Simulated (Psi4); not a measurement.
Pair of molecules, SMILES F with SMILES [H][H] (the first has 2 atoms); geometry from B3LYP-D3(BJ)/def2-TZVP, rigid monomers moved along the line of their centres of mass till H2···H3 is 2.26 Å.
(charge 0, multiplicity 1):
```
atom    x (Å)   y (Å)    z (Å)
----  -------  ------  -------
F      0.0691  0.0916  -0.1267
H      0.1090  0.0822   0.7990
H      0.5808  0.0770   3.0131
H     -0.1638  0.0386   3.0460
```

Calculation: Psi4 with SAPT0/jun-cc-pV(D+d)Z.

**Question.** Which attractive term is largest, and how does the interaction split up?

**Answer.** electrostatics -37.2, exchange 34.7, induction -17.1, dispersion -10.8, total -30.4 meV; the largest attraction is electrostatics.
